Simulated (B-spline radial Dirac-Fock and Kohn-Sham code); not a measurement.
Model: ΔSCF Dirac-Fock with Breit, self-energy and vacuum polarisation, finite nucleus, configuration average. Program: a radial B-spline solver. Correlation energy is missing from these numbers.

**Question.** An atom or ion in its tabulated ground configuration has these computed binding energies (the last is its least bound level). Which is it?

```
level  binding energy (eV)
   M4               1800.1
   N4                249.8
   N5                238.3
   O1                83.01
   N6                31.34
   P1                 6.56
 O4,5                 6.50
```

**Answer.** Ta: Z = 73 with 73 electrons, [Xe] 4f14 5d3 6s2.

**Question.** Identify the element and charge state from the binding energies below (tabulated ground configuration; the least bound level is included).

```
level  binding energy (eV)
   2s               8715.8
2p1/2               8254.7
3p1/2               1769.9
3p3/2               1615.0
3d3/2               1276.0
   5s                55.60
   6s                 4.86
```

**Answer.** Tb: Z = 65 with 65 electrons, [Xe] 4f9 6s2.
